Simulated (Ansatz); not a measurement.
A CCSD(T) single point on CH$_{6}$BClSSi, SMILES `BS[SiH](C)Cl`.

```yaml
crystal:
  periodic: [false, false, false]
  atoms:
    - {symbol: B, position_ang: [-1.305742, 1.133305, 1.413437]}
    - {symbol: S, position_ang: [-1.871506, 0.284042, -0.036937]}
    - {symbol: Si, position_ang: [0.039586, 0.100537, -1.011080]}
    - {symbol: C, position_ang: [1.121480, -1.137575, -0.158684]}
    - {symbol: Cl, position_ang: [-0.338314, -0.536609, -2.929054]}
    - {symbol: H, position_ang: [-2.118381, 1.396529, 2.244276]}
    - {symbol: H, position_ang: [-0.156132, 1.432524, 1.551344]}
    - {symbol: H, position_ang: [0.664083, 1.439002, -1.098101]}
    - {symbol: H, position_ang: [1.327887, -0.817350, 0.865164]}
    - {symbol: H, position_ang: [0.632420, -2.113177, -0.127979]}
    - {symbol: H, position_ang: [2.069916, -1.238228, -0.691786]}
basis:
  gaussian: {orbitals: def2-TZVPP}
correlation: {method: ccsd_t}
output: {orbitals: {seedname: orbitals}}
```

```sh
$ ansatz run in.yaml --threads 4 --pin off --events-out ev --progress --plain
```

The program prints (abridged):

```
Functional definition: HF
1566 factors; integrals over basis functions are off by at most 1.1e-3 eV
mean field evaluation 1: about -32982.1327 eV, gradient 2.9e1 eV
mean field evaluation 2: about -32982.4296 eV, gradient 2.9e1 eV
mean field evaluation 4: about -32985.0357 eV, gradient 3.2e0 eV
mean field evaluation 8: about -32985.0863 eV, gradient 2.1e-1 eV
mean field -32985.08662875 eV, -1212.1795755119 hartree, gradient 2.3e-6 eV, S^2 0.000000; 0 other end points of the search recorded, 0 dependent functions left out
17 core orbitals not correlated: weight in the atoms' cores, before any rotation towards them, 1.000 or more for the frozen orbitals, at most 0.000 for the correlated occupied ones
reference -32985.08662875 eV, -1212.1795755119 hartree; 15, 15 occupied and 240, 240 virtual orbitals, 1566 factors
second order -20.84488930 eV of doubles, -0.00000000 eV of singles
cycle   1  -22.01279059 eV  change    -1.2e0 eV  update   9.9e-2
cycle   2  -22.55738249 eV  change   -5.4e-1 eV  update   2.9e-2
cycle   3  -22.64948792 eV  change   -9.2e-2 eV  update   1.5e-2
cycle   4  -22.63951033 eV  change    1.0e-2 eV  update   5.0e-3
cycle   5  -22.63829570 eV  change    1.2e-3 eV  update   2.4e-3
cycle   6  -22.63857808 eV  change   -2.8e-4 eV  update   7.6e-4
cycle   7  -22.63858217 eV  change   -4.1e-6 eV  update   2.5e-4
cycle   8  -22.63866271 eV  change   -8.1e-5 eV  update   8.1e-5
cycle   9  -22.63868676 eV  change   -2.4e-5 eV  update   2.8e-5
perturbative correction -0.98454436 eV, -0.0361813379 hartree
Total energy: -33008.70985988 eV, -1213.0477132433 hartree
```

It took 44 s on 4 threads of a server CPU on a shared host, with 7 GiB of host memory at the peak.

MP2 recovers 88.2 % of the CCSD(T) correlation energy and the triples give 4.2 %; T1 = 0.0123.
